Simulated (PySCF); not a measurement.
Si(Cl)(Br)(NH2)2 (BrClH4N2Si), SMILES N[Si](N)(Cl)Br. Geometry optimised at PBE-D3(BJ)/def2-SVP. This is a generated structure with no PubChem entry under its InChIKey; it may be hypothetical. One conformer was computed; it need not be the lowest.

**Question.** Give the equilibrium geometry at PBE-D3(BJ)/def2-SVP (PySCF confirms it by a frequency run) as bond lengths and angles. (Estimate from the structure and the level; the computed values follow.)

**Answer.** This is not unique; one that fits is 
Atoms: N1 Si2 N3 Cl4 Br5 H6 H7 H8 H9. Bonds (Å): N1–Si2 1.718, N1–H6 1.024, N1–H7 1.023, Si2–N3 1.717, Si2–Cl4 2.090, Si2–Br5 2.255, N3–H8 1.024, N3–H9 1.022. Bond angles (°): Si2–N1–H6 118.2, Si2–N1–H7 118.6, H6–N1–H7 111.6, N1–Si2–N3 108.3, N1–Si2–Cl4 104.5, N1–Si2–Br5 117.2, N3–Si2–Cl4 117.1, N3–Si2–Br5 104.4, Cl4–Si2–Br5 105.9, Si2–N3–H8 118.3, Si2–N3–H9 118.9, H8–N3–H9 111.9.
Charge 0, spin multiplicity 1.
